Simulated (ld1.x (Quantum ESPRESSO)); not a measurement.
Cs (Z = 55): one change to a TM semilocal potential, before and after

```
Element                 : Cs
Generator               : ld1.x (Quantum ESPRESSO) 7.5
Type                    : norm-conserving Troullier–Martins (semilocal form)
Functional              : LDA (PZ)
Relativity              : scalar-relativistic
Frozen core             : [Xe]
Valence charge          : 1
Reference configuration : 5d0 6s0.5 6p0 (charge +0.5)
Partial waves           : 6s (bound): rc 4.00 bohr; 6p (bound, empty): rc 3.35 bohr; 5d (bound, empty): rc 3.65 bohr
Local potential         : the d channel
Core correction         : Bessel-smoothed model core inside 1.65 bohr
```

Change: functional PBE.

Cutoffs: the cutoffs (Ry, on a coarse ladder) from which the occupation-weighted sum of valence levels, in a spherical-Bessel basis at the reference potential, stays within 10 and 1 mRy of its value at 400 Ry; they do not see the model core or the augmentation charge, which bear on the density cutoff. Errors are all-electron minus pseudo energies relative to the spin-unpolarised reference configuration.

What does the change do?

Both files are so soft that the ladder of cutoffs tells neither apart; both files keep a bound ghost (p); the number of tests with a reliable result goes from 6 to 4; of the 4 tests that both files solve, the error grows in 0 and shrinks in 3 by more than 15 % and 0.3 meV (median size 4.7 → 3.3 meV); the range in which the d phases agree narrows (upper end 3.7 → 1.1). A semilocal file is local in each channel, so a ghost entry of none says nothing of the separable form that plane-wave codes build from it.

| quantity | base | changed |
| --- | --- | --- |
| cutoff, loose | 6 Ry | 6 Ry |
| cutoff, tight | 6 Ry | 6 Ry |
| bound ghosts | p | p |
| error for 5d0 6s1 6p0, meV [ΔE -1.55 → -1.47 eV] | -2.8 | -1.6 |
| error for 5d0 6s0 6p1, meV [ΔE -0.08 → -0.10 eV] | +0.7 | +0.3 |
| error for 5d1 6s0 6p0, meV [ΔE 0.17 → 0.20 eV] | -12 | -11 |
| error for 5d0.5 6s0.5 6p0, meV [ΔE -0.69 → -0.63 eV] | -6.6 | -5.0 |
| s: phases at 4.37 bohr within 0.05 rad from the reference energy up to (Ry; the scan ends near 5) | 0.7 | 0.7 |
| p: phases at 4.37 bohr within 0.05 rad from the reference energy up to (Ry; the scan ends near 5) | -0.1 | -0.1 |
| d: phases at 4.37 bohr within 0.05 rad from the reference energy up to (Ry; the scan ends near 5) | 3.7 | 1.1 |

 A true bound ghost makes a file unfit for plane-wave use even where its test errors are small: the radial tests pick states by their node count and pass the ghost by.
